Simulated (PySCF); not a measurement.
Which determinant of KS⁺ lies lowest?

Unrestricted PBE0; PySCF, no relativity, basis sets K def2-SVP, S def2-SVP. Outer shells of the fragments: K+ closed shells only; S 3s2 3p4.

Followed along the bond (rough minima from three points):

| 2Ms+1 | unpaired | ⟨S²⟩ at the start | R at minimum (Å) | Te (eV) |
| --- | --- | --- | --- | --- |
| 3 | π ↑↑ | 2.00 | 3.39 | 0.00 |
| 3 | σ ↑, π ↑ | 2.00 | 3.56 | 0.34 |
| 1 | π ↑↓ | 1.01 | 3.39 | 0.44 |
| 1 | σ ↓, π ↑ | 1.01 | 3.57 | 0.76 |

Solutions found at the starting distance of 3.030 Å, counted from the lowest of them; the search is not exhaustive and high or unbound solutions are not listed, so other states can lie among these:

| 2Ms+1 | unpaired | term | E (eV) | ⟨S²⟩ | ⟨Lz²⟩ | μ (D) |
| --- | --- | --- | --- | --- | --- | --- |
| 3 | π ↑↑ | ³Σ⁻ | 0.00 | 2.00 | 0.00 | -5.38 |
| 3 | σ ↑, π ↑ | ³Π | 0.33 | 2.00 | 1.01 | -5.50 |
| 1 | π ↑↓ | mixed | 0.43 | 1.01 | 2.02 | -5.37 |
| 1 | σ ↓, π ↑ | mixed | 0.76 | 1.01 | 1.01 | -5.50 |
| 1 | none | mixed | 1.88 | 0.00 | 2.00 | -5.31 |
| 3 | σ ↑↑, π ↑↓ | mixed | 7.89 | 3.01 | 2.02 | 3.68 |
| 1 | σ ↓↓, π ↑↑ | mixed | 7.94 | 2.01 | 0.00 | 3.92 |
| 3 | σ ↑, π ↑ | ³Π | 9.24 | 2.00 | 1.01 | 3.57 |
| 1 | σ ↓, π ↑ | mixed | 9.31 | 1.00 | 1.01 | 3.82 |
| 3 | σ ↑, π ↑↑↓ | mixed | 9.46 | 3.01 | 3.02 | 5.19 |

A term symbol is given only where ⟨S²⟩ and ⟨Lz²⟩ are close to those of a pure state; real π, δ and φ orbitals otherwise mix terms. A positive dipole points towards S; it is taken about the centre of mass and depends on that origin.

Counting both spins, an empty level lies below a filled one in some of these solutions, because spin and occupation are held.
